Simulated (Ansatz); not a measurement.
The first iterations of a band of BClFH2N + H2S (9 atoms, charge 0, multiplicity 1).

These are results of RHF/6-31G* (Ansatz), not measurements.

- movable images: 5
- climbing image: yes
- spring: 5.0 eV/Å²
- optimiser: quadratic models (default)
- start path: through a guess of the saddle point
- force threshold: 0.05 eV/Å
- iteration limit: 60
- end points: relaxed

Initial state:

```xyz
9
Properties=species:S:1:pos:R:3
B 0.302 -0.682 -0.061
Cl 0.185 -2.084 1.023
N 1.234 -0.634 -1.082
H 1.886 -1.363 -1.262
H 1.311 0.156 -1.684
F -0.535 0.320 0.140
S 0.328 3.606 1.625
H 0.272 3.673 2.948
H -0.372 2.484 1.542
```

Final state:

```xyz
9
Properties=species:S:1:pos:R:3
B 0.255 0.647 -0.639
Cl -0.799 -0.244 4.143
N 1.485 0.294 -1.183
H 1.540 -0.355 -1.938
H 2.364 0.642 -0.878
F -0.857 0.119 -1.126
S 0.017 1.832 0.756
H 1.287 2.131 0.991
H -0.679 0.411 3.061
```

| iteration | highest image above the first end (eV) | largest band force component (eV/Å) |
| --- | --- | --- |
| 1 | 8.173 | 10.872 |
| 2 | 5.376 | 4.113 |
| 3 | 4.323 | 1.672 |
| 4 | 3.753 | 3.415 |
| 5 | 3.413 | 1.438 |
| 6 | 3.092 | 1.607 |
| 7 | 2.850 | 1.667 |
| 8 | 2.787 | 1.617 |
| 9 | 2.550 | 1.453 |
| 10 | 2.057 | 1.644 |
| 11 | 1.715 | 0.756 |
| 12 | 1.873 | 1.151 |
| 13 | 1.951 | 1.035 |

Problem. Does the band converge within its limit, and where does its top end?

Solution. The run converged. It ended after 41 iterations with the highest image 2.279 eV above the first end. Neighbouring images differ by up to 2.2 eV, so the band resolves the path poorly. A vibrational analysis at the climbing image gives one clearly imaginary mode, 433i cm⁻¹: a first-order saddle point. The orbitals stay closed-shell, which can raise the energy where a bond breaks towards radicals; this wasn't checked here.

The run took 5.7 min on 1 thread of Arm Neoverse V2 (shared host), peak memory 0.18 GiB.
